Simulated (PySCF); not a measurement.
Harmonic spectrum computed at PBE0 in the def2-TZVP basis family (core potentials from Rb on, PySCF, no spin–orbit coupling):

```tsv
symmetry	ω (cm⁻¹)	IR (km/mol, summed over degenerate members)
a1	637	96.0
e	701	135
a1	1874	24.2
e	1911	440
```

Problem. Which molecule gave it? In each, all ligands are bound to the one heavy central atom.
A. SnH₃ (doublet)
B. GeH₃ (doublet)
C. SbH₃ (singlet)
D. TeH₃ (doublet)
E. PbH₃ (doublet)

Solution. A. It has C3v symmetry with Sn–H 1.715 Å (×3).
